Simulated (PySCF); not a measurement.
# Working out the ionisation energy of Kr

Kr [Kr] (1S) → Kr⁺ [Ar] 3d10 4s2 4p5 (2P). Calculation: PySCF 2.14, in pcseg-2 (6s5p3d1f, 43 functions); no relativity, point nucleus. Frozen: [Ar] 3d10. Energies in hartree (1 hartree = 27.21139 eV):

```json
{"part": "UHF", "Kr (lower)": "-2752.024150", "Kr⁺ (upper)": "-2751.543031"}
{"part": "CCSD correlation", "Kr (lower)": "-0.186428", "Kr⁺ (upper)": "-0.156880"}
{"part": "(T)", "Kr (lower)": "-0.005375", "Kr⁺ (upper)": "-0.004041"}
```

Q: What does Hartree-Fock give?

A: (-2751.543031) − (-2752.024150) = 0.481119 hartree = 13.092 eV.

Q: What do CCSD and CCSD(T) give?

A: The CCSD correlation energies differ by 0.029548 hartree = 0.804 eV and the triples by 0.001334 hartree = 0.036 eV, so CCSD gives 13.896 eV and CCSD(T) 13.932 eV.

Measured between the centres of the two terms (NIST): 14.222 eV, so CCSD(T) (valence) is off by -0.290 eV.

The calculation is non-relativistic.

What remains against the reference includes basis incompleteness, the frozen core and higher excitations.
